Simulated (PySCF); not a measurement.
Ge(F)3(SeH) (F₃GeHSe), SMILES [F][Ge]([F])([F])[SeH].

Geometry: B3LYP-D3(BJ)/def2-SVP. The structure was generated by enumeration, and PubChem lists no compound with its InChIKey, so it may never have been made. The values are those of a single conformer.

Two levels are set side by side: PBE/def2-TZVP (PySCF) and CAM-B3LYP/def2-TZVP (PySCF). Same geometry, gas phase. Differences are taken from unrounded values.

```json
[
 {"quantity": "orbital gap (eV)", "CAM-B3LYP": "8.81"},
 {"quantity": "highest occupied level (eV)", "CAM-B3LYP": "-9.71"},
 {"quantity": "lowest empty level (eV)", "CAM-B3LYP": "-0.90"},
 {"quantity": "dipole moment (D)", "CAM-B3LYP": "3.03"},
 {"quantity": "mean polarisability (bohr³)", "CAM-B3LYP": "50.1"}
]
```

Question: What does PBE give, and how far is it from CAM-B3LYP? (An estimate is asked for; the answer gives what the named calculation found.)

Answer: 
```json
[
 {"quantity": "orbital gap (eV)", "PBE": "4.26", "PBE minus CAM-B3LYP": "-4.55"},
 {"quantity": "highest occupied level (eV)", "PBE": "-7.12", "PBE minus CAM-B3LYP": "2.59"},
 {"quantity": "lowest empty level (eV)", "PBE": "-2.86", "PBE minus CAM-B3LYP": "-1.96"},
 {"quantity": "dipole moment (D)", "PBE": "2.80", "PBE minus CAM-B3LYP": "-0.23"},
 {"quantity": "mean polarisability (bohr³)", "PBE": "52.8", "PBE minus CAM-B3LYP": "2.7"}
]
```

PBE's occupied levels lie high since its potential decays too fast outside the molecule; exact exchange lowers them and widens the gap. PBE's more diffuse valence density responds more strongly to a field. Differences between two approximate levels are no errors against the true value.

Rough cost on one machine, each run with all the roots and properties that it gave: CAM-B3LYP against PBE within a factor of 2.
